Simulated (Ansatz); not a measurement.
Reaction (ligand exchange at the Si–Se bond): `C[Se][SiH](O)F` + H₂Te → `O[SiH](F)[TeH]` + `C[SeH]`

Gas-phase electronic energies from Ansatz, PBE0-D4/def2-TZVP geometries. CBS: MP2 limit from def2 TZ/QZ plus the TZ coupled-cluster correction, frozen cores. DFT in def2-TZVPP. B3LYP here is the variant with VWN-RPA as its local correlation; programs differ in this. Elements past krypton have def2 core potentials. For Se, Te outer-core shells are correlated without core-valence functions, which leaves a few kJ/mol of doubt a bond. Scalar relativity is left out up to krypton. Each species was taken in one conformer, which may not be the lowest.

| species | B3LYP energy (Eh) |
| --- | --- |
| `C[Se][SiH](O)F` | -2907.54235 |
| H₂Te | -269.30622 |
| `O[SiH](F)[TeH]` | -734.72751 |
| `C[SeH]` | -2442.11820 |

Task: Work out ΔE.

Result: ΔE = (-734.72751) + (-2442.11820) − (-2907.54235) − (-269.30622) = 0.00286 Eh = +0.08 eV. CCSD(T)/CBS gives +0.10 eV.

Largest T1 diagnostic among the species: 0.012.

The D4 term adds +0.03 eV with B3LYP and +0.02 eV with PBE0; it sums over pairs of atoms, weighted by their polarisabilities, and B3LYP, whose exchange is more repulsive, gets the larger term.
